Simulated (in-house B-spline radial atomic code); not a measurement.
How numerical settings move a run on the mercury ion Hg⁺, [Xe] 4f14 5d10 6s1. Computed with an all-electron radial atomic-structure program (B-spline basis): Dirac-Kohn-Sham PBE0, spherical fractional occupations, Fermi nucleus of rms radius 5.4648 fm.

Command:
```bash
python run_scf.py task.json out
```
Settings of the sound reference run:
```
Z                80
electrons        79
configuration    [Xe] 4f14 5d10 6s1
hamiltonian      dirac
method           pbe0
spin_polarised   False
nucleus          fermi
rms_radius       5.4648
mass_number      202
atomic_mass      201.9706
speed_of_light   137.036
knot_spacing     0.22
spline_order     8
gauss_points     12
box_radius       35.29
max_iterations   70
damping          0.5
damped_steps     3
diis_vectors     10
tolerance        1e-08
start            Thomas-Fermi
```

Time taken, with all properties: 2.8 s on 1 thread of Arm Neoverse N1, with other jobs on the host.

It converges in 10 iterations to -19656.040359 hartree, with 6s1/2 at -14.4149 eV. The other runs change the listed settings, some to values that make no sense; their results aren't properties of the atom or ion. Radii are in bohr (the nuclear one in fm), a minus after a letter asks for a j subshell, and «unchanged» means within 1e-8 hartree. The run stops when the residual is below 10 × tolerance × max(1, Z/10), or a noise floor if that is larger, and the energy moves by less than 1e-8 × √|E| hartree; so very loose and very tight tolerances often act alike.

| changed settings | outcome |
| --- | --- |
| max_iterations = 12, damping = 0.95, diis_vectors = 2 | not converged after 12 iterations, last residual 6.6e-06, last energy +1.00e-09 hartree from the reference |
| box_radius = 1.41 | converged in 9 iterations, energy +6.32e+01 hartree from the reference, 6s1/2 level +4.0e+02 eV (the program warns: 6s1/2 has a positive eigenvalue: unbound, held by the box; 5p1/2 has a positive eigenvalue: unbound, held by the box) |
| damped_steps = 0 | converged in 9 iterations, energy unchanged, 6s1/2 level +3.1e-06 eV |
| box_radius = 3.53, first_knot = 0.0375, max_iterations = 75, damping = 0.8, tolerance = 1e-13 | stopped with error: index 0 is out of bounds for axis 0 with size 0 |
| max_iterations = 5 | not converged after 5 iterations, last residual 1.6e-02, last energy +6.54e-03 hartree from the reference |
| knot_spacing = 1.4, gauss_points = 8, max_iterations = 60, damped_steps = 30, diis_vectors = 4 | converged in 21 iterations, energy +2.29e+03 hartree from the reference, 6s1/2 level +6.1e+00 eV (the program warns: 6s1/2 reaches the box edge; 2s1/2 reaches the box edge) |
| gauss_points = 3, max_iterations = 2, damped_steps = 30, start = bare nucleus | not converged after 2 iterations, last residual 1.1e+01, last energy +3.22e+03 hartree from the reference |
| max_iterations = 3 | not converged after 3 iterations, last residual 6.9e-02, last energy +1.46e-01 hartree from the reference |
| box_radius = 3.53 | converged in 9 iterations, energy +3.96e-01 hartree from the reference, 6s1/2 level +7.7e+00 eV (the program warns: 6s1/2 reaches the box edge; 5s1/2 reaches the box edge) |
| electrons = 87, configuration = [Xe] 4f14 5d10 6s1 8s2 8p6, max_iterations = 60 | converged in 14 iterations to -19655.2313 hartree, a different physical problem (warning: 8s1/2 has a positive eigenvalue: unbound, held by the box) |
| box_radius = 141.16 | converged in 10 iterations, energy unchanged |
| box_radius = 7.06 | converged in 10 iterations, energy +8.36e-04 hartree from the reference, 6s1/2 level +4.4e-02 eV (the program warns: 6s1/2 reaches the box edge; 5d3/2 reaches the box edge) |
| box_radius = 5.29 | converged in 10 iterations, energy +1.72e-02 hartree from the reference, 6s1/2 level +6.0e-01 eV (the program warns: 6s1/2 reaches the box edge; 5p3/2 reaches the box edge) |
| box_radius = 10.59 | converged in 10 iterations, energy +1.49e-06 hartree from the reference, 6s1/2 level +1.4e-04 eV (the program warns: 6s1/2 reaches the box edge) |

What happens with electrons = 81, configuration = [Xe] 4f14 5d10 6s3, max_iterations = 50?

Stopped with error: shell 6s holds at most 2 electrons.

What happens with damped_steps = 1?

Converged in 9 iterations, energy unchanged, 6s1/2 level +3.5e-06 eV.

What happens with max_iterations = 8?

Not converged after 8 iterations, last residual 1.3e-05, last energy +1.00e-09 hartree from the reference.

What happens with damped_steps = 30?

Converged in 17 iterations, energy unchanged, 6s1/2 level +2.8e-06 eV.
